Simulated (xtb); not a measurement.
C₄H₆OS, SMILES C1C[C@@H](C1=O)S. All values are semi-empirical tight-binding results from xtb (GFN2-xTB unless named), good for trends rather than for accurate numbers. Coordinates come from a GFN2-xTB optimisation. The structure was generated by enumeration; whether it is a known compound was not checked. One conformer was computed; it need not be the lowest.

Optimised geometry:

```xyz
12

O     -0.1224    -1.8486     0.9614
C     -0.5404    -0.8712     0.4208
C     -1.6883    -0.5938    -0.5286
C     -1.1279     0.8210    -0.7562
C     -0.0704     0.5720     0.3385
S      1.6792     0.8467    -0.0730
H     -1.7243    -1.2510    -1.3955
H     -2.6555    -0.6254    -0.0307
H     -0.6896     0.9623    -1.7414
H     -1.8139     1.6388    -0.5512
H     -0.2324     1.1305     1.2606
H      1.7894    -0.1819    -0.9129
```

Question: Estimate the properties. (An estimate is asked for; the answer gives what the named calculation found.)

Answer: 
* **orbital gap**: 2.87 eV
* **zero-point energy**: 55.4 kcal/mol
* **G − E(el) at 298.15 K (modified RRHO)**: 35.9 kcal/mol
* **static polarisability (D4 model)**: 67.6 bohr³
* **solvation energy, GFN2-xTB/ALPB(water)**: -2.6 kcal/mol
* **solvation energy, GFN2-xTB/ALPB(methanol)**: -6.8 kcal/mol

Computed atomic charges and the Wiberg bond orders between heavy atoms:
charges (e) O1 -0.32, C2 0.24, C3 -0.10, C4 -0.07, C5 0.00, S6 -0.25, H7 0.07, H8 0.07, H9 0.06, H10 0.05, H11 0.07, H12 0.16. Bond orders O1–C2 1.90, C2–C3 0.98, C3–C4 1.00, C2–C5 0.96, C4–C5 0.99, C5–S6 0.98.
